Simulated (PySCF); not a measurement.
**Correlation energy of Sb (antimony, neutral)**

[Kr] 4d10 5s2 5p2 6s1, high-spin 4P determinant (an excited configuration). All numbers are calculated (PySCF 2.14, scalar relativity by spin-free X2C-1e, in aug-cc-pwCVTZ-DK3). Frozen: [Kr] 4d10; 5 electrons correlated.

| level | correlation energy (mhartree) |
| --- | --- |
| CCSD | -70.65 |
| (T) | -2.53 |
| CCSD(T) | -73.18 |

Diagnostics: T1 = 0.014, D1 = 0.0398, largest double amplitude 0.084.

The outer electron is Rydberg-like, and this basis confines it to a smaller radius and binds it less than a complete one would.

Cost of the coupled-cluster step: about 29 core-seconds, for 5 correlated electrons.

Iterations:

```
CC2 = 0
CCSD nocc = (np.int64(4), np.int64(1)), nmo = (86, 86)
frozen orbitals [[0, 1, 2, 3, 4, 5, 6, 7, 8, 9, 10, 11, 12, 13, 14, 15, 16, 17, 18, 19, 20, 21, 22], [0, 1, 2, 3, 4, 5, 6, 7, 8, 9, 10, 11, 12, 13, 14, 15, 16, 17, 18, 19, 20, 21, 22]]
max_cycle = 100
direct = 0
conv_tol = 1e-08
conv_tol_normt = 1e-06
diis_space = 8
diis_start_cycle = 0
Init t2, MP2 energy = -0.0573878553561413
Init E_corr(UCCSD) = -0.0573878553744898
cycle = 1  E_corr(UCCSD) = -0.0668372412702335  dE = -0.0094493859  norm(t1,t2) = 0.0482223
cycle = 2  E_corr(UCCSD) = -0.0692826557347521  dE = -0.00244541446  norm(t1,t2) = 0.0182521
cycle = 3  E_corr(UCCSD) = -0.0706507761185815  dE = -0.00136812038  norm(t1,t2) = 0.00859827
cycle = 4  E_corr(UCCSD) = -0.0706172602949756  dE = 3.35158236e-05  norm(t1,t2) = 0.00258692
cycle = 5  E_corr(UCCSD) = -0.0706529987620953  dE = -3.57384671e-05  norm(t1,t2) = 0.00145827
cycle = 6  E_corr(UCCSD) = -0.0706500559181424  dE = 2.94284395e-06  norm(t1,t2) = 0.000616726
cycle = 7  E_corr(UCCSD) = -0.0706488563705481  dE = 1.19954759e-06  norm(t1,t2) = 0.00147933
cycle = 8  E_corr(UCCSD) = -0.0706488807303621  dE = -2.4359814e-08  norm(t1,t2) = 0.000259978
cycle = 9  E_corr(UCCSD) = -0.0706488745861721  dE = 6.14419002e-09  norm(t1,t2) = 0.00015602
cycle = 10  E_corr(UCCSD) = -0.0706485643776543  dE = 3.10208518e-07  norm(t1,t2) = 0.00011178
cycle = 11  E_corr(UCCSD) = -0.0706482696173438  dE = 2.94760311e-07  norm(t1,t2) = 7.10218e-05
cycle = 12  E_corr(UCCSD) = -0.0706486292678124  dE = -3.59650469e-07  norm(t1,t2) = 2.32056e-05
cycle = 13  E_corr(UCCSD) = -0.0706485368682329  dE = 9.23995795e-08  norm(t1,t2) = 7.58857e-06
cycle = 14  E_corr(UCCSD) = -0.0706484417492799  dE = 9.5118953e-08  norm(t1,t2) = 2.78237e-06
cycle = 15  E_corr(UCCSD) = -0.0706484292443999  dE = 1.250488e-08  norm(t1,t2) = 1.42151e-06
cycle = 16  E_corr(UCCSD) = -0.0706484297932482  dE = -5.488483e-10  norm(t1,t2) = 2.0972e-06
cycle = 17  E_corr(UCCSD) = -0.0706484413354642  dE = -1.15422159e-08  norm(t1,t2) = 9.68018e-07
cycle = 18  E_corr(UCCSD) = -0.0706484402901847  dE = 1.04527946e-09  norm(t1,t2) = 2.76285e-07
UCCSD converged
E(UCCSD) = -6477.598933495446  E_corr = -0.0706484402901847
UCCSD(T) correction = -0.00252824890443419
```
